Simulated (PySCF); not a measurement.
HO2Si, SMILES O=[Si]=[OH+], charge +1. Coordinates come from a B3LYP-D3(BJ)/def2-TZVP optimisation. The isomer is the one that the SMILES or the coordinates give; other isomers of the formula were not compared.

TDA-CAM-B3LYP/def2-SVPD (PySCF) puts the lowest singlet excitations at 4.39, 4.45, 6.47, 6.90, 7.21, 7.28 eV.

**Question.** What are the lowest excitation roots from PySCF with ADC(2)/aug-cc-pVDZ? (An estimate is asked for; the answer gives what the named calculation found.)

**Answer.** 4.06, 4.14, 6.18, 6.62, 6.82, 6.98 eV. S1 differs by -0.33 eV (second minus first; roots are paired by order, and the bases may differ).
